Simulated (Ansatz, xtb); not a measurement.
Molecule: I2, net charge 1, doublet state. SMILES of the parent species: II
Structure (B3LYP-D3(BJ)/def2-TZVP (Ansatz, a program for electronic structure) minimum search):
```
I
I 1 2.6068
```
Charge +1, spin multiplicity 2.

Harmonic wavenumbers from GFN2-xTB (xtb, at its own minimum), cm⁻¹: 268.

Question: Give the harmonic wavenumbers at B3LYP-D3(BJ)/def2-TZVP (Ansatz, finite differences of forces, unscaled).

Answer: 240 cm⁻¹. Zero-point energy 0.3 kcal/mol.

Question: From these and the geometry, give the ideal-gas thermochemistry at 298.15 K and 1 atm (rigid rotor, harmonic oscillator).

Answer: Point group D∞h, rotational symmetry number 2. Rotational constants 1.172, 1.172 GHz. S(trans) 42.49, S(rot) 17.65, S(vib) 1.81, S(elec, spin only) 1.38, S 63.3 cal/(mol K). H(298) - H(0) 2.39 kcal/mol; G - E(el) -16.2 kcal/mol.
